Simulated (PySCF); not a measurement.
Species: phenyl isocyanate, C7H5NO.
Bonds: O1–C2 (double), C2–N3 (double), N3–C4, C4–C5 (aromatic), C5–C6 (aromatic), C6–C7 (aromatic), C7–C8 (aromatic), C8–C9 (aromatic), C4–C9 (aromatic). Hydrogens: H10 on C5; H11 on C6; H12 on C7; H13 on C8; H14 on C9.

Structure optimised with GFN2-xTB, isolated species.

Question: What internal coordinates does the optimisation give?

Answer: 
| bond | length (Å) |
| --- | --- |
| O1=C2 | 1.158 |
| C2=N3 | 1.191 |
| N3–C4 | 1.374 |
| C4–C5, C4–C9 | 1.392 |
| C5–C6, C8–C9 | 1.382 |
| C6–C7, C7–C8 | 1.385 |
| C5–H10, C9–H14 | 1.080 |
| C6–H11, C8–H13 | 1.080 |
| C7–H12 | 1.079 |

Bonds in one row agree within 0.01 Å and their mean is given. A selection of angles:
| angle | degrees |
| --- | --- |
| O1–C2–N3 | 169.8 |
| C2–N3–C4 | 146.7 |
| N3–C4–C5 | 118.1 |
| N3–C4–C9 | 121.6 |
| C5–C4–C9 | 120.2 |
| C4–C5–C6 | 119.6 |
| C4–C5–H10 | 119.3 |
| C6–C5–H10 | 121.1 |
| C5–C6–C7 | 120.3 |
| C5–C6–H11 | 119.7 |
| C7–C6–H11 | 120.0 |
| C6–C7–C8 | 119.9 |
| C6–C7–H12 | 120.1 |

Dihedral angles: C2–N3–C4–C5 180° (antiperiplanar).

The 2 C–N bonds span 1.191 Å (C2=N3, drawn double) to 1.374 Å (N3–C4, drawn single), a spread of 0.183 Å. The 6-membered ring C4–C5–C6–C7–C8–C9 has internal angles of 119.5° to 120.4° (sum 720°, against 720° for a flat polygon); it is planar, 0.00 Å rms from its mean plane, widest ring torsion 0°. Of the pairs four or more bonds apart, C2···H14 is among the closest relative to their van der Waals radii: 2.97 Å, 103 % of the sum of Bondi's values. The 9 heavy atoms lie in one plane (0.001 Å rms). C2 (isocyanate carbon) is bent (angle 169.8°).

Point group: Cs (tolerance 0.08 Å). Whether it is a minimum is left open (no frequencies). One conformer, not necessarily the lowest.

These are computed values.
